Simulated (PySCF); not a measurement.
# Si (silicon, neutral) across methods

[Ne] 3s2 3p2, high-spin 3P determinant. All numbers are calculated (PySCF 2.14, the spin-free X2C one-electron Hamiltonian (Gaussian nucleus), in x2c-QZVPPall (9s6p4d2f1g, 70 functions)).

| method | E (hartree) | mean ε 3s α (eV) | mean ε 3s β (eV) | mean ε 3p α (eV) | Σ⟨r²⟩ (bohr²) | ⟨S²⟩ |
| --- | --- | --- | --- | --- | --- | --- |
| UHF | -289.46334 | -16.912 | -12.644 | -8.188 | 32.07 | 2.015 |
| BP86 | -290.0202 | -11.330 | -9.910 | -4.634 | 31.79 | 2.004 |
| PBE | -289.8453 | -11.257 | -9.727 | -4.586 | 31.83 | 2.004 |
| MN15 | -290.0077 | -12.959 | -11.229 | -5.861 | 32.27 | 2.003 |
| M06-L | -289.9695 | -11.615 | -9.673 | -4.561 | 30.91 | 2.007 |
| HSE06 | -289.8851 | -12.416 | -10.365 | -5.212 | 31.67 | 2.006 |
| PBE0 | -289.8686 | -12.833 | -10.747 | -5.613 | 31.65 | 2.006 |
| LDA | -288.8221 | -11.331 | -9.911 | -4.556 | 31.98 | 2.002 |

(1) Estimate the same row for r2SCAN.

Results:

(1) E (hartree) = -289.9601; mean ε 3s α (eV) = -11.714; mean ε 3s β (eV) = -9.798; mean ε 3p α (eV) = -4.896; Σ⟨r²⟩ (bohr²) = 31.61; ⟨S²⟩ = 2.010.
